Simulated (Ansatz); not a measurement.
H₈OSi₂Sn, SMILES `O[SiH2][SiH2][SnH3]`, relaxed with RKS PBE0-D4/def2-TZVP in the Gaussian-basis code of Ansatz from a PBE-D4/def2-SVP geometry. The force threshold is 0.005 eV/Å; the program also tests the step.

Total charge 0; spin multiplicity 1. Sn takes the def2 core potential.

Start:

```xyz
12

O     0.503    1.817    1.411
Si   -0.689    0.646    1.641
Si   -1.205   -0.325   -0.446
Sn    1.103   -0.842   -1.497
H     1.257    1.521    0.867
H    -1.855    1.361    2.260
H    -0.247   -0.461    2.571
H    -1.925    0.650   -1.341
H    -2.022   -1.587   -0.347
H     1.688   -2.403   -1.045
H     2.241    0.315   -0.860
H     1.149   -0.694   -3.217
```

By how much does the energy fall, and how many steps does the optimiser take? (Best estimate.)

The calculation gave: 1.17 kcal/mol, in 6 steps.

Which bonds change most? (An estimate is asked.)

Computed: O1–Si2 from 1.687 to 1.652 Å; Sn4–H11 from 1.743 to 1.719 Å; Si3–Sn4 from 2.588 to 2.566 Å; Sn4–H12 from 1.727 to 1.706 Å.

Give the relaxed structure. (Best estimate.)

The calculation gave: 
```xyz
12

O     0.469    1.813    1.450
Si   -0.691    0.651    1.629
Si   -1.175   -0.314   -0.452
Sn    1.101   -0.850   -1.509
H     1.256    1.576    0.955
H    -1.857    1.338    2.237
H    -0.246   -0.440    2.544
H    -1.899    0.632   -1.345
H    -1.976   -1.563   -0.326
H     1.659   -2.402   -1.069
H     2.245    0.280   -0.902
H     1.114   -0.720   -3.210
```
